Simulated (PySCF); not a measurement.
**A thermochemical cycle for SrTe**

MP2 in PySCF with def2-SVP on every atom (core potentials on Sr, Te), for the lowest determinant that a PBE0 search found; no spin–orbit coupling. SrTe, a singlet (closed shell), has De = 2.10 eV to neutral atoms, and SrTe⁺, a doublet (π ↑), has De = 1.64 eV to Sr⁺ + Te.

At the same level the Sr atom ionises at 5.41 eV.

What is the adiabatic ionisation energy of the molecule, and does ionisation strengthen or weaken the bond?

IE = IE(Sr) + De(neutral) − De(ion) = 5.41 + 2.10 − 1.64 = 5.87 eV. De changes by -0.46 eV, so ionisation weakens the bond.

Correlated steps freeze 4 core orbitals. Correlated levels converge slowly with the basis: in double zeta they bind strong bonds too weakly, by up to about 1 eV, and carry superposition errors of some tenths. These are scalar-relativistic numbers at best; spin–orbit coupling would shift them, the dissociation energy most. For an ion De counts to the pair picked by the measured ionisation energies or electron affinities, which need not be the lowest pair at this level. Where the molecule has an RHF reference, its open-shell atoms are computed with UHF. States were picked by a PBE0 search and need not be the measured ground states.
